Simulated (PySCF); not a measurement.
## Field gradients at the hydrogen positions

Species: C₇H₁₃FSSi.
Structure used (GFN2-xTB), in Å, numbered top down from 1:
```xyz
23
C7H13FSSi angstrom
C      3.0529    0.3945    0.9808
C      2.0648   -0.2444    0.0123
C      0.6447   -0.2108    0.5718
C     -0.3872   -0.8698   -0.3617
C     -0.7206    0.0257   -1.5656
Si    -2.0772    1.2054   -0.9556
F     -3.3201    1.2337   -1.9860
C     -2.4851    0.1440    0.5707
C     -1.6539   -1.0863    0.4153
S     -2.0806   -2.5291    1.0198
H      2.7899    1.4340    1.1658
H      3.0500   -0.1346    1.9313
H      4.0609    0.3622    0.5740
H      2.1056    0.2858   -0.9410
H      2.3557   -1.2810   -0.1706
H      0.6367   -0.7407    1.5278
H      0.3484    0.8248    0.7568
H      0.0135   -1.8357   -0.6826
H     -1.1092   -0.5911   -2.3782
H      0.1768    0.5092   -1.9430
H     -1.7563    2.6017   -0.7225
H     -3.5345   -0.1184    0.6996
H     -2.1799    0.6477    1.4907
```

Level: PBE0/pcSseg-1 (PySCF, non-relativistic); Q(2H) = 0.00286 b; rigid geometry, the same for H and D, with no vibrational averaging.

Problem. Rank these positions by the coupling χzz of a deuteron there, largest first.
A. H18 (methine hydrogen)
B. H15 (methylene hydrogen)
C. H13 (methyl hydrogen)
D. H21 (Si–H hydrogen)

Solution. C (212 kHz), B (203 kHz), A (197 kHz), D (113 kHz).

Problem. Tabulate Vzz, the asymmetry η and χzz = 234.96 MHz × Q × Vzz for every hydrogen position.

Solution. 
| atom | bonded to | bond length (Å) | Vzz (au) | η | χzz (kHz) |
| --- | --- | --- | --- | --- | --- |
| H11 | C1 | 1.088 | 0.3140 | 0.02 | 211 |
| H12 | C1 | 1.088 | 0.3141 | 0.02 | 211 |
| H13 | C1 | 1.087 | 0.3161 | 0.02 | 212 |
| H14 | C2 | 1.092 | 0.3051 | 0.03 | 205 |
| H15 | C2 | 1.092 | 0.3026 | 0.02 | 203 |
| H16 | C3 | 1.093 | 0.2972 | 0.03 | 200 |
| H17 | C3 | 1.093 | 0.3028 | 0.05 | 203 |
| H18 | C4 | 1.094 | 0.2930 | 0.01 | 197 |
| H19 | C5 | 1.092 | 0.3103 | 0.03 | 209 |
| H20 | C5 | 1.087 | 0.3206 | 0.04 | 215 |
| H21 | Si6 | 1.452 | 0.1681 | 0.02 | 113 |
| H22 | C8 | 1.089 | 0.3120 | 0.04 | 210 |
| H23 | C8 | 1.092 | 0.3129 | 0.04 | 210 |

Problem. Average by the element that carries the hydrogen.

Solution. on C: 207 kHz over 12 positions, mean bond length 1.091 Å; on Si: 113 kHz over 1 position, mean bond length 1.452 Å.

Geometry: GFN2-xTB, one conformer, isolated molecule. GFN2-xTB bond lengths can be off by several hundredths of an ångström, more for odd bonds, and the gradients follow them. The basis is small and wasn't made for field gradients, so the couplings can be 20 % off.
